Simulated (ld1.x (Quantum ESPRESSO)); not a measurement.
# fluorine: TM pseudisation with PBEsol, scalar-relativistic reference atom.

- Element: F (Z = 9)
- Generator: ld1.x (Quantum ESPRESSO) 7.5
- Type: norm-conserving Troullier–Martins (Kleinman–Bylander form)
- Functional: PBEsol
- Relativity: scalar-relativistic
- Frozen core: [He]
- Valence charge: 7
- Reference configuration: 2s2 2p5
- Partial waves: 2s (bound): rc 0.85 bohr; 3d channel at 0.15 Ry: rc 1.80 bohr; 2p (bound): rc 1.80 bohr
- Local potential: the p channel
- Core correction: none

- Cutoffs needed: 90 Ry and 200 Ry (the cutoffs (Ry, on a coarse ladder) from which the occupation-weighted sum of valence levels, in a spherical-Bessel basis at the reference potential, stays within 10 and 1 mRy of its value at 400 Ry)
- Ghost test: no extra level below or beside the all-electron valence levels (s, d, p, f tested) (spherical-Bessel basis up to 400 Ry, 20 bohr box)
- Largest excitation error: +1610 meV (all-electron minus pseudo) for 2s2 2p2, out of 7 test configurations
